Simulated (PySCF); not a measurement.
An unknown gives this computed stick spectrum. Method: TDDFT CAM-B3LYP/def2-SVPD, vertical, gas phase, core orbitals frozen in the response in PySCF 2.14.0, density-fitted response routines. Geometries: GFN2-xTB, one conformer each.

```tsv
state	λ (nm)	f
S1	274.0	0.0005
S2	212.5	0.195
S3	210.4	0.022
S4	197.9	0.151
S5	188.7	0.0072
S6	172.8	0.0046
S7	171.5	0.0008
S8	170.0	0.015
```

Triplets computed (Tamm–Dancoff): 3.69, 4.15, 4.77 eV.

Problem. Which candidate is it? All have the formula C5H9NOSi.
A. `[SiH2](C)O/C(C#N)=C\C`
B. `C#C[SiH2]N(C=O)CC`
C. `CCO[SiH2]/C=C/C#N`
D. `C1(=C[Si@@H](C1)C)C(=O)N`

Solution. D. Its S1, at 4.52 eV, is the lowest among the candidates; the nearest of the others has S1 at 5.66 eV. S1 is HOMO→LUMO (92%). Löwdin shares by element: HOMO oxygen 59%, carbon 26% or more (atoms not listed hold the other 16%); LUMO carbon 61% or more, oxygen 11% (atoms not listed hold the other 28%). At the same level the other candidates give, for their lowest levels:
- `C#C[SiH2]N(C=O)CC`: 219 nm (f 0.000); 207 nm (f 0.000); 196 nm (f 0.005); 193 nm (f 0.002); 183 nm (f 0.046); T1 5.02 eV; HOMO -8.98, LUMO 0.82 eV
- `CCO[SiH2]/C=C/C#N`: 203 nm (f 0.487); 199 nm (f 0.002); 189 nm (f 0.005); 186 nm (f 0.003); 170 nm (f 0.002); T1 3.60 eV; HOMO -9.51, LUMO -0.69 eV
- `C/C=C(/C#N)O[SiH2]C`: 211 nm (f 0.437); 208 nm (f 0.000); 183 nm (f 0.004); 173 nm (f 0.002); 172 nm (f 0.000); T1 3.44 eV; HOMO -8.46, LUMO 0.04 eV

Shape of the structure used: `[CH3:1][Si@H:2]1[CH:3]=[C:4]([C:5]([NH2:6])=[O:7])[CH2:8]1`: C3–C4–C5–N6 180°, H–N6–C5–C4 179°, H–N6–C5–C4 1°.
